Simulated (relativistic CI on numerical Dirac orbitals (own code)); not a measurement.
# Electric-dipole transitions in Ho¹⁷⁺

Computed by Dirac-Coulomb-Breit CI, separate exchange-only KLI orbitals for each configuration, model QED (radiative potential, 1s self-energy scaled to tabulated hydrogen-like ionisation energies), unscaled Slater integrals (own radial code, finite nucleus).

Configurations in the expansion (outside the closed core [Ar] 3d10): 4s2 4p6 4d10 4f4, 4s2 4p6 4d10 4f3 5s, 4s2 4p6 4d10 4f2 5s2, 4s2 4p6 4d10 4f2 5s 5p, 4s2 4p6 4d10 4f3 5p, 4s2 4p6 4d10 4f2 5p2, 4s2 4p6 4d10 4f2 5s 5d, 4s2 4p6 4d9 4f5, 4s2 4p6 4d10 4f3 5d, 4s2 4p6 4d10 4f2 5p 5d, 4s2 4p6 4d9 4f3 5s2, 4s2 4p6 4d10 4f2 5d2, 4s2 4p6 4d10 4f3 5f, 4s2 4p6 4d10 4f3 6s, 4s2 4p6 4d9 4f4 5s, 4s2 4p5 4d10 4f5, 4s2 4p6 4d10 4f3 5g, 4s2 4p6 4d10 4f3 6d, 4s2 4p6 4d10 4f3 7s, 4s 4p6 4d10 4f3 5s2. Levels of other configurations are missing.

```
λ vac (Å)                            Lower                            Upper   A (s⁻¹)  E lower (cm⁻¹)  E upper (cm⁻¹)
   283.08  4s2 4p6 4d10 4f3 5s 3I°_6 [155]   4s2 4p6 4d10 4f3 5p 3K_7 [390]  1.74e+10          255814          609077
   283.18  4s2 4p6 4d10 4f3 5s 3I°_7 [161]   4s2 4p6 4d10 4f3 5p 3K_8 [399]  1.54e+10          260058          613191
   284.87  4s2 4p6 4d10 4f3 5s 5I°_8 [111]   4s2 4p6 4d10 4f3 5p 3K_8 [299]  1.03e+10          202724          553766
   285.51  4s2 4p6 4d10 4f3 5s 3L°_9 [163]  4s2 4p6 4d10 4f3 5p 3M_10 [397]  2.72e+10          262335          612591
   286.73  4s2 4p6 4d10 4f3 5s 5I°_4 [105]   4s2 4p6 4d10 4f3 5p 5H_3 [277]  1.96e+10          180440          529199
   286.95  4s2 4p6 4d10 4f3 5s 3K°_7 [131]   4s2 4p6 4d10 4f3 5p 1L_8 [344]  1.33e+10          233142          581639
   288.92  4s2 4p6 4d10 4f3 5s 3K°_8 [136]   4s2 4p6 4d10 4f3 5p 3L_9 [351]  2.45e+10          238280          584397
   289.19  4s2 4p6 4d10 4f3 5s 5G°_5 [133]   4s2 4p6 4d10 4f3 5p 5H_6 [341]  2.06e+10          234587          580376
   291.25  4s2 4p6 4d10 4f3 5s 5I°_5 [106]   4s2 4p6 4d10 4f3 5p 5I_6 [275]  1.43e+10          184571          527913
   291.36  4s2 4p6 4d10 4f3 5s 3H°_6 [124]   4s2 4p6 4d10 4f3 5p 3I_7 [321]  1.99e+10          226671          569894
   291.53  4s2 4p6 4d10 4f3 5s 5G°_6 [138]   4s2 4p6 4d10 4f3 5p 5H_7 [348]  2.27e+10          240269          583287
   291.93  4s2 4p6 4d10 4f3 5s 5I°_4 [105]   4s2 4p6 4d10 4f3 5p 5I_4 [272]  1.61e+10          180440          522990
   292.09  4s2 4p6 4d10 4f3 5s 5I°_6 [107]   4s2 4p6 4d10 4f3 5p 5K_7 [280]  1.81e+10          190259          532617
   292.61  4s2 4p6 4d10 4f3 5s 5I°_7 [109]   4s2 4p6 4d10 4f3 5p 5K_8 [282]  2.15e+10          196422          538169
   292.64  4s2 4p6 4d10 4f3 5s 5I°_8 [111]   4s2 4p6 4d10 4f3 5p 5K_9 [288]  2.51e+10          202724          544443
   292.93  4s2 4p6 4d10 4f3 5s 5F°_5 [121]   4s2 4p6 4d10 4f3 5p 5G_6 [314]  1.82e+10          223260          564636
   293.90  4s2 4p6 4d10 4f3 5s 3G°_5 [143]   4s2 4p6 4d10 4f3 5p 3H_6 [347]  2.17e+10          242874          583126
   294.16  4s2 4p6 4d10 4f3 5s 5I°_5 [106]   4s2 4p6 4d10 4f3 5p 5I_5 [273]  1.31e+10          184571          524523
   294.25  4s2 4p6 4d10 4f3 5s 3I°_5 [110]   4s2 4p6 4d10 4f3 5p 3K_6 [284]  1.53e+10          199687          539528
   294.89  4s2 4p6 4d10 4f3 5s 3K°_6 [129]   4s2 4p6 4d10 4f3 5p 3K_6 [323]  1.22e+10          231355          570467
   296.08  4s2 4p6 4d10 4f3 5s 3I°_6 [112]   4s2 4p6 4d10 4f3 5p 3H_5 [291]  1.32e+10          209272          547013
   296.78  4s2 4p6 4d10 4f3 5s 3H°_5 [117]   4s2 4p6 4d10 4f3 5p 3H_6 [296]  1.13e+10          215380          552333
   297.63  4s2 4p6 4d10 4f3 5s 3K°_8 [136]   4s2 4p6 4d10 4f3 5p 3K_8 [329]  1.03e+10          238280          574272
   297.84  4s2 4p6 4d10 4f3 5s 3I°_7 [119]   4s2 4p6 4d10 4f3 5p 3K_8 [299]  1.30e+10          218011          553766
   298.32  4s2 4p6 4d10 4f3 5s 3I°_5 [110]   4s2 4p6 4d10 4f3 5p 3I_5 [281]  1.39e+10          199687          534893
   298.86  4s2 4p6 4d10 4f3 5s 3K°_7 [131]   4s2 4p6 4d10 4f3 5p 3K_7 [318]  1.16e+10          233142          567748
   300.69  4s2 4p6 4d10 4f3 5s 3I°_6 [112]   4s2 4p6 4d10 4f3 5p 3I_6 [285]  1.33e+10          209272          541844
   300.84  4s2 4p6 4d10 4f3 5s 3L°_7 [158]   4s2 4p6 4d10 4f3 5p 3M_8 [365]  1.11e+10          258865          591273
   303.46  4s2 4p6 4d10 4f3 5s 3I°_7 [119]   4s2 4p6 4d10 4f3 5p 3I_7 [292]  9.64e+09          218011          547547
   397.52  4s2 4p6 4d10 4f3 5s 5I°_8 [111]   4s2 4p6 4d10 4f3 5p 3K_8 [203]  4.45e+09          202724          454284
```

Terms are leading LS components. Brackets give the number of a level in order of energy, since labels repeat. The list gives strong lines, with weight on those to low levels, without lines whose two gauges differ by over a factor of 2.5, among the lowest 400 of 9552 levels, so that lines to higher ones, which can be the strongest, are missing. Levels whose partners in the same complex of configurations lie outside the list can be far off, and so can their lines. Rates are taken at the computed energies, electric ones in the length gauge.

At this charge energies of transitions that change n are usually good to better than 1 %, and those within a shell (Δn = 0) to a few per cent. Terms inside the open d or f shell come out 10 to 20 % too wide with unscaled integrals.

LS names give the leading component of a level, which can be under half, so a name can repeat, a term be missing and a line seem to break the LS rules.
